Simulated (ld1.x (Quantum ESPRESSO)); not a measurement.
## Pseudopotential generation for cobalt: TM, PBE, scalar-relativistic.

ld1.x (Quantum ESPRESSO) 7.5 was run on this input:

```
&input
   title='Co', zed=27., rel=1, dft='PBE', iswitch=3,
   config='[Ar] 3d7 4s0 4p0',
   nld=3, rlderiv=2.90, eminld=-4.0, emaxld=5.0, deld=0.02
 /
 &inputp
   pseudotype=2, tm=.true., lloc=0,
   nlcc=.false.,
   file_pseudopw='Co.UPF', file_wfcaegen='ae.wfc', file_wfcncgen='nc.wfc', file_beta='beta', file_chi='chi'
 /
3
4P  2  1   0.00   0.00  2.65  2.65  0.0
3D  3  2   7.00   0.00  1.45  1.45  0.0
4S  1  0   0.00   0.00  1.60  1.60  0.0
 &test
   configts(1)='3d7 4s0 4p0'
 /
```

Command:

```bash
ld1.x < Co.in > Co.out
```

Resulting log (shortened: banner, matrices, multipoles, cross overlaps and the repeated all-electron block are left out):

```
Program LD1 v.7.5
     --------------------------- All-electron run ----------------------------

     Co
     scalar relativistic calculation

     atomic number is 27.00
     dft =PBE   lsd =0 sic =0 latt =0  beta=0.20 tr2=1.0E-14
     Exchange-correlation= PBE
                           (   1   4   3   4   0   0   0)
     mesh =1193 r(mesh) =  99.89935 a.u. xmin = -7.00 dx = 0.01250
     1 Ry =  13.60569312 eV, c = 137.03599908

     n l     nl                  e(Ry)          e(Ha)          e(eV)
     1 0     1S 1( 2.00)      -559.4993      -279.7496     -7612.3754
     2 0     2S 1( 2.00)       -67.4564       -33.7282      -917.7911
     2 1     2P 1( 6.00)       -57.9735       -28.9867      -788.7695
     3 0     3S 1( 2.00)        -8.9286        -4.4643      -121.4802
     3 1     3P 1( 6.00)        -6.2277        -3.1138       -84.7321
     3 2     3D 1( 7.00)        -1.9892        -0.9946       -27.0639
     4 0     4S 1( 0.00)        -1.5387        -0.7693       -20.9350
     4 1     4P 1( 0.00)        -1.0784        -0.5392       -14.6725

     final scf error:  3.8E-15 reached in  30 iterations

     Etot =   -2784.397424 Ry,   -1392.198712 Ha,  -37883.656885 eV

     Ekin =    2820.406555 Ry,    1410.203278 Ha,   38373.586070 eV
     Encl =   -6635.590034 Ry,   -3317.795017 Ha,  -90281.801688 eV
     Eh   =    1148.620676 Ry,     574.310338 Ha,   15627.780430 eV
     Exc  =    -117.834621 Ry,     -58.917311 Ha,   -1603.221697 eV

     normalization and overlap integrals

     s(1S/1S) =  1.000000  <r> =   0.0562  <r2> =    0.0042  r(max) =   0.0366
     s(2S/2S) =  1.000000  <r> =   0.2554  <r2> =    0.0770  r(max) =   0.2131
     s(2P/2P) =  1.000000  <r> =   0.2249  <r2> =    0.0621  r(max) =   0.1723
     s(3S/3S) =  1.000000  <r> =   0.7743  <r2> =    0.6924  r(max) =   0.6731
     s(3P/3P) =  1.000000  <r> =   0.8164  <r2> =    0.7864  r(max) =   0.6816
     s(3D/3D) =  1.000000  <r> =   1.0215  <r2> =    1.3599  r(max) =   0.6648
     s(4S/4S) =  1.000000  <r> =   2.4230  <r2> =    6.6619  r(max) =   2.0994
     s(4P/4P) =  1.000000  <r> =   2.9038  <r2> =    9.6026  r(max) =   2.5009

     ------------------------ End of All-electron run ------------------------

     --------------------- Generating NC pseudopotential ---------------------

      Generating local pot.: lloc=0, matching radius rcloc =   1.6000

      Wfc   4P  rcut= 2.662  Using Troullier-Martins method

      Wfc   3D  rcut= 1.461  Using Troullier-Martins method

     ------------------- End of pseudopotential generation -------------------

     Computing logarithmic derivative in   2.88762
     Computing logarithmic derivative in   2.88762
     Computing the partial wave expansion
       no projector for channel:   0
     R is outside the sphere for l=    1 j= 0.00
     R is outside the sphere for l=    2 j= 0.00

     ---------------------- Testing the pseudopotential ----------------------

     Co
     scalar relativistic calculation

     atomic number is 27.00   valence charge is  9.00
     dft =PBE   lsd =0 sic =0 latt =0  beta=0.20 tr2=1.0E-14
     mesh =1193 r(mesh) =  99.89935 xmin = -7.00 dx = 0.01250

     n l     nl             e AE (Ry)        e PS (Ry)    De AE-PS (Ry)
     3 2     3D   1( 7.00)       -1.98916       -1.98917        0.00001
     1 0     4S   1( 0.00)       -1.53869       -1.53869       -0.00000
     2 1     4P   1( 0.00)       -1.07841       -1.07841        0.00000

     eps = 1.3E-15  iter =  4

     Etot =   -2784.397424 Ry,   -1392.198712 Ha,  -37883.656885 eV
     Etotps =   -54.216346 Ry,     -27.108173 Ha,    -737.650963 eV

     Ekin =      89.047353 Ry,      44.523677 Ha,    1211.550965 eV
     Encl =     -80.628868 Ry,     -40.314434 Ha,   -1097.011636 eV
     Ehrt =      43.025615 Ry,      21.512807 Ha,     585.393312 eV
     Ecxc =      -9.362074 Ry,      -4.681037 Ha,    -127.377510 eV
     Epseu=     -96.298372 Ry,     -48.149186 Ha,   -1310.206095 eV

     ---------------------- End of pseudopotential test ----------------------
```

Generation and configuration tests took about 2.6 s on one core of a shared server CPU.
